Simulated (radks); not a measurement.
Values are calculated unless marked as measured or tabulated.
Q: Ir V, 73 electrons, occupied as [Xe] 4f14 5d5. Level of theory: scalar-relativistic Kohn-Sham, r2SCAN, spin-polarised, spherical densities, finite nucleus; open shells are filled with parallel spins first (spin-orbit coupling, left out, can overturn this in heavy ions); meta-GGA in the generalised Kohn-Sham scheme; Fermi nuclear charge, rms radius 5.4032 fm (a radial shooting solver on a logarithmic mesh with Libxc functionals). Some entries of the table are withheld. Estimate them.

orbital  occ.  eigenvalue (eV)  <1/r> (bohr^-1)
1s down     1        -76246.04            92.15
1s up       1        -76246.02            92.15
2s up       1        -13405.04            21.61
2s down     1        -13404.45            21.61
2p up       3        -11650.70            19.36
2p down     3        -11650.25            19.36
3s up       1        -3182.063            8.018
3s down     1        -3182.002            8.018
3p up       3        -2666.759            7.346
3p down     3        -2666.651            7.346
3d up       5        -2098.184            6.916
3d down     5        -2097.846            6.916
4s up       1        -722.3060            3.415
4s down     1        -721.8537            3.413
4p up       3        -552.5206            3.095
4p down     3        -552.1336            3.094
4d up       5        -342.8788            2.765
4d down     5        -342.4109            2.765
5s up       1              (1)            1.370
5s down     1              (2)            1.389
4f up       7        -110.3524            2.314
4f down     7        -109.5748            2.323
5p up       3        -104.2015              (3)
5p down     3         -99.6816              (4)
5d up       5         -52.6014              (5)
5d down     0         -46.6972              (6)

A: 
(1) 5s up eigenvalue (eV): -148.2322
(2) 5s down eigenvalue (eV): -144.7784
(3) 5p up <1/r> (bohr^-1): 1.173
(4) 5p down <1/r> (bohr^-1): 1.193
(5) 5d up <1/r> (bohr^-1): 0.8761
(6) 5d down <1/r> (bohr^-1): 0.8891
